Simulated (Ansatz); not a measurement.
**Counterpoise correction, worked out**

The pair of Cl⁻ (SMILES [Cl-], atom 1) and H2 (SMILES [H][H], atoms 2–3), both closed shells, in one local arrangement (a lower one may exist), relaxed at PBE0-D4/def2-TZVPD:

```xyz
3
angstrom
Cl -0.0835 0.0329 -1.9722
H 0.0579 -0.0228 1.3659
H 0.0255 -0.0101 0.6063
```

Computed with Ansatz 0.2.0 (basis: def2-TZVPPD); correlated methods freeze the cores.

CCSD(T) total energies in eV:

| system | geometry | basis functions | energy |
| --- | --- | --- | --- |
| pair | pair | all | -12543.61453 |
| Cl⁻ | as in the pair | all (partner as ghosts) | -12511.62447 |
| H2 | as in the pair | all (partner as ghosts) | -31.89971 |
| Cl⁻ | as in the pair | its own | -12511.60949 |
| H2 | as in the pair | its own | -31.89919 |
| Cl⁻ | free (PBE0-D4 minimum) | its own | -12511.60949 |
| H2 | free (PBE0-D4 minimum) | its own | -31.90434 |

(1) Work out the interaction energy with and without the counterpoise correction, the superposition error, and the binding energy from the relaxed fragments.

The T1 diagnostic stays at or below 0.008.

## Answers

(1) Without correction: -12543.61453 − (-12511.60949) − (-31.89919) = -0.10585 eV.
With correction (each fragment in the whole basis): -12543.61453 − (-12511.62447) − (-31.89971) = -0.09035 eV = -2.08 kcal/mol.
The superposition error is the difference, 0.01550 eV, 15 % of the uncorrected value: each fragment borrows its partner's functions.
Deformation from the free shapes: 0.00000 eV for Cl⁻ and 0.00515 eV for H2.
Binding energy from relaxed fragments: -0.09035 + 0.00000 + 0.00515 = -0.08520 eV = -1.96 kcal/mol (electronic, without zero-point energy; negative means bound). For comparison, the corrected interaction energy by CCSD(T) at an estimated basis limit (MP2 extrapolated from triple and quadruple zeta, plus CCSD(T) − MP2 in triple zeta) is -0.106 eV; triple zeta with the correction binds less.

For scale, one of the runs: CCSD(T)/def2-TZVPPD, 85 basis functions, launched by `ansatz run in.yaml --threads 2 --pin off --events-out ev --progress --plain --max-ram 5222MiB`. Hardware: 2 CPU threads, shared host. Wall time about 0.6 s.
